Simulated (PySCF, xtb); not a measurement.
In(Br)(NH2)2 (BrH₄InN₂), SMILES [NH2][In]([NH2])[Br].

GFN2-xTB (xtb 6.7.1) at its own geometry gives an orbital gap of 2.79 eV and a dipole moment of 5.68 D.

Coordinates come from a B3LYP-D3(BJ)/def2-SVP optimisation. The def2 effective core potentials stand for the cores of In; spin–orbit coupling is left out. The values are those of a single conformer.

**Question.** What does PBE0/def2-TZVP (PySCF) give? (Estimate from the structure and the level; the computed values follow.)

**Answer.** gap 5.73 eV (levels -7.37 and -1.65 eV), dipole 3.65 D.
